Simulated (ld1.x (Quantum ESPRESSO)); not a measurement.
# Scattering properties, TM potential for oxygen (O)

* Element: O (Z = 8)
* Generator: ld1.x (Quantum ESPRESSO) 7.5
* Type: norm-conserving Troullier–Martins (Kleinman–Bylander form)
* Functional: PBE
* Relativity: scalar-relativistic
* Frozen core: [He]
* Valence charge: 6
* Reference configuration: 2s2 2p2 (charge +2)
* Partial waves: 2s (bound): rc 0.75 bohr; 2p (bound): rc 1.10 bohr; 3d channel at 0.25 Ry: rc 0.95 bohr
* Local potential: all-electron potential smoothed inside 0.55 bohr (lloc = -1)
* Core correction: none

The phase is arctan(r·u′/u) with u = r·R(r), unwrapped; energies in Ry, scanned from -6 to 5 Ry. A pole is an energy at which the radial function vanishes at the test radius. The pseudo phase is shifted by a multiple of π to meet the all-electron one at the reference energy, and phase errors are pseudo minus all-electron; the curves can meet again beyond the range given. Levels narrower than the energy grid can be missing from the lists of poles.

```csv
channel,radius (bohr),reference energy (Ry),"poles, all-electron","poles, pseudo",unbroken range about the reference energy with phases within 0.05 rad,phase error 1 Ry above the reference energy (rad)
s,1.19,-4.29,0.09,0.03,the whole range,-0.001
p,1.19,-3.18,-0.04,-0.01,the whole range,+0.001
d,1.19,0.25,none,none,the whole range,+0.000
```

Phases in the d channel:

```json
{"E (Ry)": "-6.00", "all-electron": "1.242", "pseudo": "1.242"}
{"E (Ry)": "-5.48", "all-electron": "1.230", "pseudo": "1.230"}
{"E (Ry)": "-4.96", "all-electron": "1.216", "pseudo": "1.216"}
{"E (Ry)": "-4.44", "all-electron": "1.201", "pseudo": "1.201"}
{"E (Ry)": "-3.92", "all-electron": "1.183", "pseudo": "1.183"}
{"E (Ry)": "-3.40", "all-electron": "1.163", "pseudo": "1.163"}
{"E (Ry)": "-2.88", "all-electron": "1.141", "pseudo": "1.141"}
{"E (Ry)": "-2.36", "all-electron": "1.115", "pseudo": "1.115"}
{"E (Ry)": "-1.84", "all-electron": "1.084", "pseudo": "1.084"}
{"E (Ry)": "-1.32", "all-electron": "1.048", "pseudo": "1.048"}
{"E (Ry)": "-0.80", "all-electron": "1.005", "pseudo": "1.005"}
{"E (Ry)": "-0.28", "all-electron": "0.952", "pseudo": "0.952"}
{"E (Ry)": "0.24", "all-electron": "0.886", "pseudo": "0.886"}
{"E (Ry)": "0.76", "all-electron": "0.804", "pseudo": "0.804"}
{"E (Ry)": "1.28", "all-electron": "0.698", "pseudo": "0.698"}
{"E (Ry)": "1.80", "all-electron": "0.560", "pseudo": "0.561"}
{"E (Ry)": "2.32", "all-electron": "0.382", "pseudo": "0.383"}
{"E (Ry)": "2.84", "all-electron": "0.159", "pseudo": "0.159"}
{"E (Ry)": "3.36", "all-electron": "-0.100", "pseudo": "-0.100"}
{"E (Ry)": "3.88", "all-electron": "-0.366", "pseudo": "-0.365"}
{"E (Ry)": "4.40", "all-electron": "-0.605", "pseudo": "-0.604"}
{"E (Ry)": "4.92", "all-electron": "-0.801", "pseudo": "-0.800"}
```
